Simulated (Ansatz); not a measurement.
## Ligand exchange: GaH(SH)2 + Al(CH3)(SH)2 → Ga(SH)3 + AlH(CH3)(SH)

Gas-phase species: GaH(SH)2, singlet; Al(CH3)(SH)2, singlet; Ga(SH)3, singlet; AlH(CH3)(SH), singlet. The partners trade H for SH: Ga–H and Al–SH bonds give way to Ga–SH and Al–H.

Shapes, held fixed at every level: PBE0-D4/def2-TZVP. Flexible molecules stand in one conformer, not always the lowest. Programs: Ansatz 0.2.0. Electronic energies: no zero-point or thermal term.

```tsv
level	kind	ΔE (kJ/mol)	less CCSD(T)/def2-TZVPP	CPU time (sum over the molecules)
PBE-D4/def2-TZVPP	GGA	+30.1	+1.9	26 s
r2SCAN-D4/def2-TZVPP	meta-GGA	+32.2	+4.0	41 s
B3LYP-D4/def2-TZVPP	global hybrid	+27.8	-0.4	49 s
PBE0-D4/def2-TZVPP	global hybrid	+29.9	+1.7	31 s
wB97X-V/def2-TZVPP	range-separated hybrid	+29.6	+1.4	74 s
B2PLYP/def2-TZVPP	double hybrid	+28.7	+0.5	55 s
CCSD(T)/def2-TZVPP	coupled cluster or CI	+28.2	0.0	–
```

The highest level, CCSD(T)/def2-TZVPP, gives ΔE = +28.2 kJ/mol; the levels span +27.8 to +32.2. The column of differences is taken from that level and isn't an error. No measured value is set beside it here. Relativity is left out for Ga. Outer-core shells of Ga are correlated, in sets that cover them unevenly. Times are processor times on shared x86 and Arm servers, and rough.
